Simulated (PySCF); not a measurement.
## A small calculation by hand: chemical shift, span and skew from a shielding tensor

Ge(H)2(OH)(NH2) (GeH5NO), SMILES [NH2][GeH2][OH]. Atoms are numbered in the order given.

```xyz
8

Ge     0.3444     0.0314     0.0000
N     -0.5477    -1.5627     0.0000
O     -0.8604     1.3668     0.0000
H      1.1985     0.0999     1.2839
H      1.1985     0.0999    -1.2839
H     -1.1209    -1.7234    -0.8265
H     -1.1209    -1.7234     0.8265
H     -0.4596     2.2462     0.0000
```

The structure is a stationary point at B3LYP-D3(BJ)/def2-SVP. Other conformers were not sampled.

GIAO shieldings from KT2/pcSseg-1 run with PySCF, non-relativistic, no solvent. The symmetric part of the tensor of N2 has the principal values 217.7, 230.4, 257.4 ppm. The same nucleus in NH3 has σ = 266.2 ppm at this level (PySCF, at its B3LYP-D3(BJ)/def2-TZVP geometry).

Work out the isotropic shielding, the ¹⁵N shift against NH3, the span and the skew.


σ(iso) = (σ11 + σ22 + σ33)/3 = 235.2 ppm. δ = σ(ref) − σ(iso) = 266.2 − (235.2) = 31.0 ppm.
Span Ω = σ33 − σ11 = 39.7 ppm. Skew κ = 3(σ(iso) − σ22)/Ω = 0.36. Tumbling in solution averages the tensor to δ; in a static solid the shielding alone would spread this spin-1/2 line over Ω.
